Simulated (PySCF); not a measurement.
Values are calculated unless marked as measured or tabulated.
CH5ClO4PSi

CH5ClO4PSi is a small molecule (built as: Si site whose three back bonds go to CH3, Cl, OP(=O)(OH)2), neutral, doublet. The structure, one conformer, was relaxed in the gas phase by PBE0-D3(BJ)/def2-SVP. No frequency run checks that it is a minimum.

SMILES: C[Si](Cl)OP(=O)(O)O

Coordinates in Å:
```
Si1     0.605   -0.732   -1.503
C2      0.791   -2.139   -0.288
Cl3     2.363    0.368   -1.566
O4     -0.613    0.296   -0.932
P5     -0.723    1.139    0.424
O6     -0.098    0.517    1.611
O7     -2.297    1.427    0.540
O8     -0.148    2.565   -0.018
H9      1.677   -2.749   -0.513
H10    -0.104   -2.779   -0.298
H11     0.890   -1.677    0.709
H12    -2.708    0.799    1.147
H13     0.376    2.947    0.697
```

EPR values by unrestricted B3LYP, IGLO-III on C Cl O P Si, pcH-1 on H.

(1) Predict g and the largest hyperfine couplings. Where does the spin sit?

(2) How do the isotropic couplings move with BHandHLYP?

## Answers

(1) g = 2.0002, 2.0020, 2.0063. The spin sits on Si1 (80 %, bonded to 1 C + 1 Cl + 1 O) by Mulliken populations.
```csv
atom,isotope,isotropic (MHz),"dipolar, principal values (MHz)"
Si1,29Si,-878.0,"-139.6, 69.2, 70.4"
C2,13C,76.8,"-11.2, -10.6, 21.8"
P5,31P,86.6,"-5.8, -5.6, 11.5"
O4,17O,-78.3,"-9.0, 4.1, 4.9"
Cl3,35Cl,25.0,"-19.7, -18.9, 38.6"
H11,1H,41.8,"-6.4, 0.0, 6.3"
```

(2) Si1 -878.0 to -914.0 MHz, C2 76.8 to 78.9 MHz, P5 86.6 to 75.9 MHz, O4 -78.3 to -77.6 MHz.
